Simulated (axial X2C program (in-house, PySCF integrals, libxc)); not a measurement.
Spin–orbit splitting of π states down a group (EOM-EA-CCSD)

Calculated with an axial X2C code built on PySCF integrals: two-component X2C with atomic mean-field Coulomb and Gaunt terms, Dyall basis sets with cores contracted in-house.

The first pair of π-type roots with Ω = 1/2 and 3/2, reached by adding an electron to a closed-shell reference; vertical energies, inner shells frozen. Splitting means E(3/2) − E(1/2).

Basis sets: Al dyall-av3z, B dyall-av3z, Br dyall-acv3z, Ga dyall-acv3z. Correlated electrons in EOM-CCSD (inner shells frozen, about 90 virtual spinors): BBr 10, AlBr 10, GaBr 10.

```json
{"species": "BBr⁻", "reference": "BBr", "R (Å)": "1.893", "main character": "71% B pπ, 15% Br dπ", "spinor gap ε(3/2) − ε(1/2), HF (cm⁻¹)": "n/a"}
{"species": "AlBr⁻", "reference": "AlBr", "R (Å)": "2.321", "main character": "80% Al pπ, 7% Br dπ", "spinor gap ε(3/2) − ε(1/2), HF (cm⁻¹)": "n/a"}
{"species": "GaBr⁻", "reference": "GaBr", "R (Å)": "2.374", "main character": "81% Ga pπ, 6% Br dπ", "spinor gap ε(3/2) − ε(1/2), HF (cm⁻¹)": "n/a"}
```

Problem. Should these pairs be regular or inverted?

Solution. Regular: one electron outside a closed shell puts Ω = 1/2 lowest, with the sign of the spinor gap.

EOM-EA-CCSD gives:

```csv
species,binding Ω = 1/2 (eV),binding Ω = 3/2 (eV),splitting (cm⁻¹),lowest root?
BBr⁻,-0.157,-0.187,238,yes
AlBr⁻,0.103,0.081,172,yes
GaBr⁻,0.096,0.057,314,yes
```

A negative binding energy means unbound at this level; the spinor gap is withheld where the HF spinor is unbound or of another character. A small p share on a heavy partner can supply much of the splitting, and mixing of Ω = 1/2 with σ states shifts it further.

States that need a further excitation are missing; levels can be off by some tenths of an eV, splittings by less.
